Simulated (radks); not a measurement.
Values are calculated unless marked as measured or tabulated.
Neutral promethium inside a hard spherical wall (all orbitals vanish at R), configuration held at [Xe] 4f5 6s2 and not refilled when levels cross. Level of theory: scalar-relativistic Kohn-Sham, PBEsol, spin-polarised, spherical densities, finite nucleus; open shells are filled with parallel spins first (spin-orbit coupling, left out, can overturn this in heavy ions); Fermi nuclear charge, rms radius 4.962 fm (a radial shooting solver on a logarithmic mesh with Libxc functionals). Eigenvalues in eV for spin up, with the zero of energy where the potential of the charges vanishes at infinity; a dash marks a level that is unbound or too diffuse for the functional's potential to be trusted. A positive occupied level is held by the wall or, in an anion where self-interaction has pushed it up, behind a barrier. The pressure on the wall is -dE/dV.

R (bohr) = free: E (hartree) -10016.5269; kinetic (hartree) 10681.581; e(5s) -42.678; e(5p) -23.286; e(6s) -3.641; e(4f) -3.189; e(5d, empty) -2.020; e(6p, empty) -1.235; pressure (GPa) 0
R (bohr) = 20: E (hartree) -10016.5269; kinetic (hartree) 10681.581; e(5s) -42.678; e(5p) -23.286; e(6s) -3.641; e(4f) -3.189; e(5d, empty) -2.020; e(6p, empty) -1.234; pressure (GPa) < 0.0001
R (bohr) = 15: E (hartree) -10016.5268; kinetic (hartree) 10681.581; e(5s) -42.674; e(5p) -23.282; e(6s) -3.638; e(4f) -3.185; e(5d, empty) -2.016; e(6p, empty) -1.218; pressure (GPa) 0.000308
R (bohr) = 12: E (hartree) -10016.5263; kinetic (hartree) 10681.586; e(5s) -42.630; e(5p) -23.238; e(6s) -3.605; e(4f) -3.142; e(5d, empty) -1.977; e(6p, empty) -1.122; pressure (GPa) 0.00865
R (bohr) = 10: E (hartree) -10016.5232; kinetic (hartree) 10681.611; e(5s) -42.464; e(5p) -23.075; e(6s) -3.473; e(4f) -2.978; e(5d, empty) -1.832; e(6p, empty) -0.838; pressure (GPa) 0.0790
R (bohr) = 8: E (hartree) -10016.5043; kinetic (hartree) 10681.723; e(5s) -41.875; e(5p) -22.497; e(6s) -2.920; e(4f) -2.397; e(5d, empty) -1.303; e(6p, empty) 0.163; pressure (GPa) 0.739
R (bohr) = 7: E (hartree) -10016.4716; kinetic (hartree) 10681.879; e(5s) -41.226; e(5p) -21.868; e(6s) -2.167; e(4f) -1.751; e(5d, empty) -0.687; e(6p, empty) 1.417; pressure (GPa) 2.37
R (bohr) = 6: E (hartree) -10016.3900; kinetic (hartree) 10682.218; e(5s) -40.145; e(5p) -20.833; e(6s) -0.572; e(4f) -0.654; e(5d, empty) 0.431; e(6p, empty) 3.926; pressure (GPa) 8.22
R (bohr) = 1.5: E (hartree) -9935.0050; kinetic (hartree) 10928.963; e(5s) 146.73; e(5p) 191.48; e(6s) 546.15; e(4f) 146.42; e(5d, empty) 260.67; e(6p, empty) 594.45; pressure (GPa) 225000
